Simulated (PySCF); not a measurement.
CdFBr, SMILES [Cd]([Br])[F]. The structure is a stationary point at B3LYP-D3(BJ)/def2-TZVP. The def2 effective core potentials stand for the cores of Cd; spin–orbit coupling is left out.

Computed equilibrium geometry at B3LYP-D3(BJ)/def2-TZVP (PySCF confirms it by a frequency run) as bond lengths and angles, and its point group:
point group C∞v.
Atoms: Cd1 F2 Br3. Bond lengths (Å): Cd1–F2 1.947, Cd1–Br3 2.406. Bond angles (°): F2–Cd1–Br3 180.0.
Charge 0, spin multiplicity 1.
